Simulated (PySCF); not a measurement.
A TDDFT job was run through a driver script with this input:

```
{"job": {"kind": "uv", "xc": "CAM-B3LYP", "basis": "aug-cc-pVTZ", "ip": false, "dynamic": false}, "charge": 0, "multiplicity": 1}
O      0.820648    -0.040658     0.005894
Ge    -0.800949     0.011834    -0.017929
```

Output:

```
coarse grid: 12600 points
cycle   1  E = -2152.1141707311  dE = -4.067e-01  |g| = 1.170e+00  |ddm| = 2.665e+00
cycle   2  E = -2149.4819835373  dE =  2.632e+00  |g| = 3.248e+00  |ddm| = 3.736e+00
cycle   3  E = -2152.3855794249  dE = -2.904e+00  |g| = 2.185e-01  |ddm| = 2.919e+00
cycle   4  E = -2152.3969645481  dE = -1.139e-02  |g| = 1.192e-01  |ddm| = 4.504e-01
cycle   5  E = -2152.3987006056  dE = -1.736e-03  |g| = 2.255e-02  |ddm| = 1.301e-01
cycle   6  E = -2152.3987888790  dE = -8.827e-05  |g| = 9.766e-03  |ddm| = 1.872e-02
cycle   7  E = -2152.3988069235  dE = -1.804e-05  |g| = 2.677e-03  |ddm| = 7.561e-03
cycle   8  E = -2152.3988082749  dE = -1.351e-06  |g| = 5.894e-04  |ddm| = 2.089e-03
final grid: 24248 points
cycle   9  E = -2152.3987883645  dE =  3.044e-07  |g| = 1.432e-03  |ddm| = 1.875e-03
cycle  10  E = -2152.3987866733  dE =  1.691e-06  |g| = 3.362e-03  |ddm| = 4.305e-03
cycle  11  E = -2152.3987887418  dE = -2.068e-06  |g| = 1.056e-05  |ddm| = 3.015e-03
cycle  12  E = -2152.3987887418  dE = -1.819e-11  |g| = 2.932e-06  |ddm| = 9.750e-06
converged SCF energy = -2152.3987887418

Static polarisability (au): isotropic 31.227, principal 27.613 27.613 38.455

Singlet excitations
state   eV       nm        f      main configurations
  1   4.7718    259.8   0.00000   H-1->L 0.27, H-2->L+1 0.27, H-1->L+1 0.21
  2   4.9471    250.6   0.04496   H->L 0.94
  3   4.9471    250.6   0.04496   H->L+1 0.94
  4   5.0841    243.9   0.00000   H-2->L 0.47, H-1->L+1 0.47
  5   5.0841    243.9   0.00000   H-2->L+1 0.47, H-1->L 0.47
  6   6.9440    178.5   0.01189   H-2->L 0.19, H-1->L+1 0.19, H-1->L 0.14
  7   7.9706    155.6   0.06432   H-1->L+3 0.62, H-2->L+3 0.14, H-1->L+2 0.12
  8   7.9707    155.5   0.06430   H-2->L+3 0.62, H-1->L+3 0.14, H-2->L+2 0.12
  9   8.1376    152.4   0.01027   H->L+3 0.79, H->L+2 0.18
 10   8.2730    149.9   0.53548   H->L+2 0.67, H->L+3 0.09

Triplet excitations (Tamm-Dancoff, eV): 3.9332 3.9332 3.9908 4.3248
```

Method used: PySCF 2.14.0, density-fitted response routines, TDDFT CAM-B3LYP/aug-cc-pVTZ, vertical, gas phase, core orbitals frozen in the response. Geometry: PBE0-D3(BJ)/def2-TZVP; no solvent, vibrations or thermal averaging. The CAM-B3LYP/aug-cc-pVTZ calculation is non-relativistic and has no spin–orbit coupling, an omission that weighs most on germanium.

Question: How much of the mean polarisability do the listed states account for?

Answer: The sum over states Σ f/ΔE² (ΔE in hartree) gives 10.31 au, 33% of the total; the rest comes from higher roots of the same response equations.

Question: How many basis functions and electrons does this run hold?

Answer: 105 basis functions for 40 electrons in 20 doubly occupied orbitals.

Question: What is the polarisability anisotropy, √(½[(α1 − α2)² + (α2 − α3)² + (α3 − α1)²])?

Answer: 10.84 au.

Question: What is the gap between the lowest singlet and the lowest triplet?

Answer: 4.7718 − 3.9332 = 0.8386 eV (full response against Tamm–Dancoff).

Question: Which orbital energies lie behind H and L?

Answer: HOMO -9.96 eV and LUMO -1.19 eV, a gap of 8.77 eV; state 1 differs from that by -4.00 eV.

Question: Which species is it?

Answer: germanium monoxide, `[O+]#[Ge-]` (GeO), point group C∞v.

The SCF starts on a coarse grid; the energy jumps when the final grid takes over, and dE counts afresh there. H and L stand for HOMO and LUMO.
